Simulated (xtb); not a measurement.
BeH4O2Si, SMILES [OH][Be][O][SiH3]. All values are semi-empirical tight-binding results from xtb (GFN2-xTB unless named), good for trends rather than for accurate numbers. Coordinates come from a GFN2-xTB optimisation. One conformer was computed; it need not be the lowest.

Optimised geometry:

Bonds (Å): Be1–O2 1.374, Be1–O4 1.416, O2–H3 0.941, O4–Si5 1.602, Si5–H6 1.465, Si5–H7 1.465, Si5–H8 1.465. Bond angles (°): O2–Be1–O4 179.8, Be1–O2–H3 179.5, Be1–O4–Si5 179.9, O4–Si5–H6 107.4, O4–Si5–H7 107.4, O4–Si5–H8 107.4, H6–Si5–H7 111.5, H6–Si5–H8 111.5, H7–Si5–H8 111.5.

For metal compounds this method's bond lengths and energies can be far off.

Computed properties:
```json
{
  "point_group_as_xtb_finds_it": "C3v",
  "orbital_gap": "6.29 eV",
  "zero_point_energy": "27.1 kcal/mol",
  "G − E(el) at 298.15 K (modified RRHO)": "9.6 kcal/mol"
}
```

Q: Give the atomic charges and the Wiberg bond orders between heavy atoms. (The exact figures need the calculation; the answer reports its results.)

A: charges (e) Be1 0.67, O2 -0.61, H3 0.31, O4 -0.56, Si5 0.50, H6 -0.11, H7 -0.11, H8 -0.11. Bond orders Be1–O2 1.16, Be1–O4 0.98, O4–Si5 1.16.
